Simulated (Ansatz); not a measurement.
Steps of a relaxation of AlH8NOSi2 with RKS PBE0-D4/def2-TZVP.

```sh
$ ansatz run in.yaml --threads 4 --pin off --events-out ev --progress --plain --max-ram 10444MiB
```

```yaml
crystal:
  periodic: [false, false, false]
  atoms:
    - {symbol: N, position_ang: [-0.274995, 0.510643, 1.121638]}
    - {symbol: Si, position_ang: [0.724039, -0.833412, 0.269731]}
    - {symbol: O, position_ang: [0.512290, -2.284599, 1.096007]}
    - {symbol: Si, position_ang: [-0.254782, -0.403389, -1.812702]}
    - {symbol: Al, position_ang: [-0.684116, 1.706556, -0.542386]}
    - {symbol: H, position_ang: [-1.167367, 0.133305, 1.480758]}
    - {symbol: H, position_ang: [0.184578, 0.977754, 1.918415]}
    - {symbol: H, position_ang: [2.126793, -0.307595, 0.465907]}
    - {symbol: H, position_ang: [1.126350, -2.453940, 1.833270]}
    - {symbol: H, position_ang: [0.766729, -0.626495, -2.899181]}
    - {symbol: H, position_ang: [-1.376656, -1.400817, -1.993897]}
    - {symbol: H, position_ang: [0.540752, 2.749105, -0.572640]}
    - {symbol: H, position_ang: [-2.203115, 2.198184, -0.350222]}
basis:
  gaussian: {orbitals: def2-TZVP}
hamiltonian: {xc: pbe0, dispersion: d4}
relax: {f_tol: 0.005, max_steps: 150}
```

Positions (Å) and forces (eV/Å) along the path, 11 of 14 steps:

```xyz
13
step=1 energy=-26010.6108 eV
N    -0.275    0.511    1.122    0.026   -0.264    0.333
Si    0.724   -0.833    0.270   -0.283   -0.175    0.654
O     0.512   -2.285    1.096    0.614    0.742    0.067
Si   -0.255   -0.403   -1.813    0.054   -0.268   -0.076
Al   -0.684    1.707   -0.542    0.030   -0.041    0.163
H    -1.167    0.133    1.481    0.561    0.246   -0.252
H     0.185    0.978    1.918   -0.278   -0.319   -0.560
H     2.127   -0.308    0.466   -0.309   -0.161   -0.019
H     1.126   -2.454    1.833   -0.462    0.137   -0.555
H     0.767   -0.626   -2.899   -0.227    0.054    0.222
H    -1.377   -1.401   -1.994    0.240    0.222    0.026
H     0.541    2.749   -0.573   -0.146   -0.109    0.011
H    -2.203    2.198   -0.350    0.179   -0.064   -0.014
13
step=2 energy=-26010.6673 eV
N    -0.270    0.508    1.117    0.087   -0.220   -0.003
Si    0.712   -0.824    0.269   -0.210   -0.200    0.459
O     0.508   -2.260    1.092    0.218    0.485   -0.137
Si   -0.250   -0.409   -1.808    0.020   -0.093   -0.058
Al   -0.677    1.689   -0.537    0.005   -0.017    0.081
H    -1.154    0.140    1.475    0.143    0.079   -0.089
H     0.192    0.968    1.900   -0.060   -0.075   -0.174
H     2.104   -0.316    0.471   -0.069   -0.032   -0.026
H     1.116   -2.422    1.822   -0.135    0.005   -0.139
H     0.756   -0.622   -2.890   -0.049    0.021    0.068
H    -1.364   -1.391   -1.998    0.052    0.065    0.016
H     0.531    2.732   -0.560   -0.015   -0.009   -0.001
H    -2.184    2.172   -0.341    0.012   -0.011    0.002
13
step=3 energy=-26010.6799 eV
N    -0.264    0.499    1.105    0.047   -0.033    0.017
Si    0.707   -0.824    0.277   -0.088   -0.015   -0.014
O     0.503   -2.244    1.092    0.043    0.095   -0.028
Si   -0.244   -0.412   -1.801    0.005    0.009   -0.008
Al   -0.678    1.685   -0.531    0.026   -0.026   -0.039
H    -1.147    0.144    1.460   -0.038   -0.001    0.009
H     0.200    0.963    1.877    0.014    0.032    0.037
H     2.098   -0.325    0.465    0.015    0.013    0.007
H     1.106   -2.411    1.818   -0.005   -0.065    0.041
H     0.765   -0.618   -2.874    0.000   -0.011   -0.022
H    -1.364   -1.379   -1.989   -0.009   -0.014   -0.022
H     0.525    2.730   -0.555   -0.002    0.017    0.010
H    -2.186    2.158   -0.329   -0.008   -0.002    0.015
13
step=5 energy=-26010.6817 eV
N    -0.260    0.501    1.110    0.008   -0.019    0.011
Si    0.700   -0.823    0.279   -0.017   -0.008   -0.012
O     0.502   -2.241    1.094    0.042    0.028    0.013
Si   -0.243   -0.417   -1.807   -0.001    0.007    0.010
Al   -0.673    1.680   -0.534   -0.005    0.013   -0.012
H    -1.147    0.155    1.468   -0.004    0.012   -0.002
H     0.208    0.969    1.879    0.001    0.002   -0.002
H     2.092   -0.320    0.461    0.002    0.003   -0.008
H     1.104   -2.416    1.820   -0.024   -0.039    0.007
H     0.768   -0.626   -2.878    0.006   -0.001    0.002
H    -1.365   -1.380   -2.009   -0.002    0.005   -0.001
H     0.520    2.739   -0.549   -0.003    0.000   -0.004
H    -2.183    2.143   -0.320   -0.004   -0.004   -0.002
13
step=6 energy=-26010.6823 eV
N    -0.257    0.501    1.111    0.004    0.008    0.019
Si    0.699   -0.826    0.281   -0.019   -0.009   -0.014
O     0.503   -2.244    1.096    0.035    0.029    0.011
Si   -0.243   -0.416   -1.804    0.006   -0.004   -0.001
Al   -0.673    1.682   -0.535    0.000   -0.001   -0.007
H    -1.147    0.163    1.469    0.007    0.005   -0.002
H     0.213    0.971    1.877   -0.003   -0.006   -0.001
H     2.092   -0.322    0.455   -0.006   -0.002   -0.001
H     1.101   -2.426    1.823   -0.022   -0.019   -0.005
H     0.774   -0.627   -2.871   -0.002   -0.001   -0.001
H    -1.369   -1.372   -2.015    0.003    0.002   -0.001
H     0.514    2.748   -0.553   -0.006   -0.001    0.002
H    -2.187    2.134   -0.320    0.003   -0.002    0.001
13
step=7 energy=-26010.6825 eV
N    -0.253    0.502    1.112   -0.002    0.014    0.009
Si    0.697   -0.828    0.281   -0.007    0.000   -0.003
O     0.502   -2.245    1.097    0.015    0.012    0.004
Si   -0.241   -0.417   -1.805    0.007   -0.005   -0.003
Al   -0.672    1.681   -0.537   -0.001   -0.003    0.011
H    -1.145    0.171    1.472    0.006   -0.001    0.000
H     0.220    0.973    1.876   -0.001   -0.005    0.000
H     2.091   -0.323    0.450   -0.003   -0.004    0.000
H     1.096   -2.433    1.827   -0.012   -0.004   -0.006
H     0.780   -0.630   -2.867   -0.004   -0.001   -0.002
H    -1.370   -1.368   -2.022    0.003    0.001   -0.002
H     0.506    2.756   -0.552   -0.003   -0.001   -0.004
H    -2.189    2.123   -0.317    0.002   -0.001   -0.003
13
step=8 energy=-26010.6826 eV
N    -0.250    0.504    1.115   -0.002    0.017   -0.004
Si    0.696   -0.827    0.282    0.001   -0.010   -0.009
O     0.500   -2.245    1.096    0.002    0.003    0.004
Si   -0.240   -0.416   -1.804    0.002   -0.001   -0.002
Al   -0.672    1.681   -0.535   -0.005   -0.003   -0.005
H    -1.142    0.174    1.476    0.002   -0.003    0.001
H     0.225    0.974    1.878    0.001   -0.002    0.001
H     2.091   -0.325    0.448   -0.001   -0.001    0.002
H     1.091   -2.437    1.827   -0.004    0.002   -0.002
H     0.782   -0.630   -2.866    0.000    0.001    0.001
H    -1.370   -1.364   -2.025    0.002   -0.001    0.003
H     0.501    2.761   -0.557   -0.001   -0.001    0.006
H    -2.191    2.116   -0.320    0.003    0.000    0.005
13
step=10 energy=-26010.6827 eV
N    -0.247    0.506    1.113   -0.005    0.008    0.007
Si    0.696   -0.828    0.281    0.010   -0.009   -0.004
O     0.495   -2.244    1.097    0.000    0.001   -0.001
Si   -0.239   -0.416   -1.806   -0.002   -0.001    0.001
Al   -0.674    1.680   -0.535   -0.001    0.000   -0.003
H    -1.137    0.177    1.478    0.001   -0.002    0.002
H     0.231    0.976    1.874   -0.001   -0.001   -0.002
H     2.092   -0.329    0.449    0.000   -0.001   -0.001
H     1.085   -2.436    1.828   -0.002    0.001    0.000
H     0.784   -0.629   -2.867    0.000    0.001    0.001
H    -1.367   -1.366   -2.027    0.001    0.000    0.000
H     0.496    2.763   -0.556    0.002    0.002    0.000
H    -2.194    2.111   -0.315   -0.002    0.001    0.000
13
step=11 energy=-26010.6827 eV
N    -0.246    0.506    1.113   -0.001    0.004    0.003
Si    0.697   -0.828    0.281    0.004   -0.003   -0.001
O     0.493   -2.243    1.096   -0.001   -0.002   -0.002
Si   -0.238   -0.416   -1.806    0.000    0.001    0.000
Al   -0.675    1.680   -0.536   -0.003   -0.002    0.001
H    -1.135    0.176    1.480    0.000   -0.001    0.000
H     0.234    0.977    1.874    0.000    0.002   -0.001
H     2.093   -0.331    0.449    0.001    0.000    0.000
H     1.080   -2.437    1.829    0.000    0.000    0.001
H     0.785   -0.626   -2.867    0.000    0.000   -0.001
H    -1.365   -1.368   -2.027    0.000    0.000   -0.001
H     0.494    2.764   -0.557    0.001    0.000   -0.001
H    -2.195    2.110   -0.315   -0.001    0.001    0.000
13
step=12 energy=-26010.6827 eV
N    -0.242    0.508    1.113    0.000   -0.006   -0.002
Si    0.698   -0.828    0.280   -0.004    0.004    0.005
O     0.488   -2.243    1.095   -0.002   -0.004   -0.003
Si   -0.237   -0.415   -1.807   -0.003    0.004   -0.002
Al   -0.679    1.679   -0.536    0.004    0.000    0.003
H    -1.129    0.177    1.485   -0.001    0.000    0.000
H     0.241    0.980    1.871    0.001    0.004   -0.001
H     2.096   -0.336    0.451    0.001    0.000   -0.001
H     1.070   -2.437    1.831    0.002    0.000    0.003
H     0.787   -0.622   -2.867    0.001    0.001   -0.001
H    -1.361   -1.370   -2.030    0.000   -0.003    0.000
H     0.488    2.766   -0.559    0.000    0.001   -0.001
H    -2.200    2.106   -0.312    0.001   -0.001    0.000
13
step=14 energy=-26010.6827 eV
N    -0.241    0.509    1.113    0.001   -0.003    0.002
Si    0.698   -0.828    0.280   -0.001    0.002    0.001
O     0.486   -2.243    1.094   -0.001   -0.002   -0.001
Si   -0.237   -0.415   -1.807    0.000    0.000    0.000
Al   -0.680    1.679   -0.535   -0.001   -0.001   -0.001
H    -1.127    0.179    1.487    0.000    0.002    0.000
H     0.243    0.982    1.869    0.000    0.001    0.000
H     2.097   -0.338    0.451    0.000    0.000    0.000
H     1.067   -2.438    1.831    0.001    0.001    0.001
H     0.789   -0.620   -2.866    0.000    0.000   -0.001
H    -1.359   -1.372   -2.031    0.000    0.000    0.000
H     0.485    2.767   -0.561    0.000    0.000    0.000
H    -2.201    2.103   -0.311    0.000    0.000    0.000
```

It took 68 s on 4 threads of an Arm Neoverse V1 on a shared host, with 0.68 GiB of host memory at the peak.
